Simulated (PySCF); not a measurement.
SMILES N[SiH2]O[SiH2]O[SiH3] (H9NO2Si3) (GFN2-xTB optimised geometry):

```
15

Si     0.268    -1.950    -0.980
O      1.134    -0.610    -0.741
Si     1.310     0.960    -0.372
O     -0.104     1.629     0.000
Si    -1.729     1.629     0.000
N     -2.264     0.941    -1.482
H     -0.843    -2.008    -0.027
H     -0.251    -1.907    -2.352
H      1.222    -3.037    -0.787
H      2.124     1.010     0.834
H      1.830     1.599    -1.571
H     -2.110     3.037     0.000
H     -2.124     0.916     1.222
H     -1.764     0.150    -1.856
H     -3.250     0.849    -1.661
```

Calculation: PBE0/def2-TZVP run with PySCF.

Question: What are the frontier orbital energies and the dipole moment?

Answer: HOMO-2 -8.94 eV, HOMO-1 -8.44 eV, HOMO -7.55 eV, LUMO -0.01 eV, LUMO+1 0.51 eV; dipole moment 1.65 D.

Meta-Löwdin charges at PBE0/def2-TZVP: Si1 0.76, O2 -0.85, Si3 1.11, O4 -0.84, Si5 1.00, N6 -0.76, H7 -0.12, H8 -0.12, H9 -0.10, H10 -0.13, H11 -0.14, H12 -0.13, H13 -0.15, H14 0.24, H15 0.24.
